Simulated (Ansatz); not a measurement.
Input for Ansatz (an electronic-structure program): R-wB97X-V/def2-TZVPP on C2H4BCl (SMILES C=CBCl), a point of a torsion scan.

Ansatz 0.2 input:
```yaml
crystal:
  periodic: [false, false, false]
  atoms:
    - {symbol: C, position_ang: [-1.27642921, 0.10043141, -0.14864525]}
    - {symbol: C, position_ang: [-0.14483944, -0.32311716, 0.40391273]}
    - {symbol: B, position_ang: [1.29324444, 0.00426736, -0.08812126]}
    - {symbol: Cl, position_ang: [1.83109602, 1.60838438, -0.17047323]}
    - {symbol: H, position_ang: [-1.27453601, 0.78547298, -0.98165129]}
    - {symbol: H, position_ang: [-2.24731955, -0.21364056, 0.20054206]}
    - {symbol: H, position_ang: [-0.22474619, -1.04492564, 1.21212980]}
    - {symbol: H, position_ang: [2.05575645, -0.85142781, -0.34701810]}
basis:
  gaussian:
    orbitals: def2-TZVPP
hamiltonian:
  xc: {name: wB97X-V}
scf: {lower_state_search: off}
```

It printed:

```
WARN ansatz: RAYON_NUM_THREADS=1 ignored (pool sized by the plan → 1); use --threads N
Functional definition: wB97X-V
these checks for a lower state are left out or cut short: stability, starts, cluster_reference, orbital_swaps, neighbouring_geometries, increment
integrals: 0.13 GiB planned
1075 factors; their error is unknown
integrals: 0.16 GiB planned
247 factors; integrals over basis functions are off by at most 2.7e-5 eV
mean field: 1.07 GiB planned
mean field evaluation 1: about -15334.3088 eV, gradient 3.4e1 eV
mean field evaluation 2: about -15335.8539 eV, gradient 2.2e1 eV
mean field evaluation 4: about -15337.0018 eV, gradient 8.2e-1 eV
mean field evaluation 8: about -15337.0199 eV, gradient 4.3e-1 eV
mean field evaluation 16: about -15337.0201 eV, gradient 2.1e-5 eV
mean field -15337.02012050 eV, -563.6250936229 hartree, gradient 6.0e-6 eV, S^2 0.000000; 0 other end points of the search recorded, 0 dependent functions left out
reference -15337.02011863 eV, -563.6250935541 hartree; 19, 19 occupied and 172, 172 virtual orbitals, 1075 factors
Total energy: -15337.02011863 eV, -563.6250935541 hartree
Checks for a lower state left out: stability, starts, cluster_reference, orbital_swaps, neighbouring_geometries, increment
```

The run converged.

Cost: about 4 core-seconds (a rough figure).
